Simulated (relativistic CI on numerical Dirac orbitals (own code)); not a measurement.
Ni³⁺ (3d7) in a crystal field

Calculated by Dirac-Coulomb-Breit CI, KLI orbitals optimised for each configuration, model QED (radiative potential, 1s self-energy scaled to tabulated hydrogen-like ionisation energies), valence Slater integrals scaled by 0.75, one configuration in a parametric crystal field (own radial code).

Field parameters in Wybourne normalisation: D4h B²₀ = −7Ds, B⁴₀ = 21(Dq − Dt), B⁴₄ = 21√(5/14) Dq. The field is a parameter set, without covalency.

S is read from ⟨S²⟩ = S(S + 1).

Levels (cm⁻¹, degeneracy): 0 (2), 168 (2), 4554 (2), 9645 (2), 9780 (2), 9945 (2), 10283 (2), 11921 (2), 16916 (2), 20680 (2), 20993 (2), 21023 (2).

Question: Which field gives this pattern?
A. D4h, 10Dq = 31950, Ds = -930, Dt = -740 cm⁻¹
B. D4h, 10Dq = 18250, Ds = -1110, Dt = 1050 cm⁻¹
C. D4h, 10Dq = 14950, Ds = 2670, Dt = -610 cm⁻¹
D. D4h, 10Dq = 26200, Ds = 1880, Dt = 940 cm⁻¹

Answer: C. D4h, 10Dq = 14950, Ds = 2670, Dt = -610 cm⁻¹, ground level with S = 1.48.
